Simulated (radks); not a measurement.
All-electron atom: Sn II in [Kr] 4d10 5s1 5p2 (not the ground configuration).

Method: Dirac Kohn-Sham, PBE, spin-unpolarised, spherical densities, finite nucleus; open shells fill j = l - 1/2 first; Fermi nuclear charge, rms radius 4.6519 fm; computed with a radial shooting solver on a logarithmic mesh with Libxc functionals.

Energy parts (eV):
part                       energy
total                 -168121.081
kinetic                177018.035
electron-nucleus      -407658.704
Hartree                 67008.540
exchange-correlation    -4488.952

Orbitals (lengths in bohr, moments of r in powers of bohr):
orbital,occ.,eigenvalue (eV),<r>,small-component weight
1s1/2,2,-29002.57,0.02905,3.37e-02
2s1/2,2,-4384.901,0.1251,7.14e-03
2p1/2,2,-4096.539,0.1058,7.16e-03
2p3/2,4,-3865.904,0.1112,6.83e-03
3s1/2,2,-853.6565,0.3391,2.06e-03
3p1/2,2,-736.5046,0.3299,2.01e-03
3p3/2,4,-694.3896,0.3411,1.92e-03
3d3/2,4,-487.3422,0.3125,1.80e-03
3d5/2,6,-478.6494,0.3161,1.78e-03
4s1/2,2,-143.0226,0.8186,5.56e-04
4p1/2,2,-104.0765,0.8655,4.95e-04
4p3/2,4,-96.5063,0.8951,4.68e-04
4d3/2,4,-35.5689,1.085,3.24e-04
4d5/2,6,-34.5213,1.099,3.16e-04
5s1/2,1,-18.4865,2.288,7.95e-05
5p1/2,2,-11.2029,2.790,5.22e-05
5p3/2,0,-10.6091,2.894,4.86e-05

The highest occupied level is 5p1/2 at -11.203 eV. Summed over all electrons, <r^2> = 47.18 bohr^2, which gives a Langevin (diamagnetic) susceptibility term of -37.4 x 10^-6 cm^3/mol. The density falls to 0.001 e/bohr^3 at r = 4.34 bohr. The electron density at the nucleus is 1.911e+05 e/bohr^3.
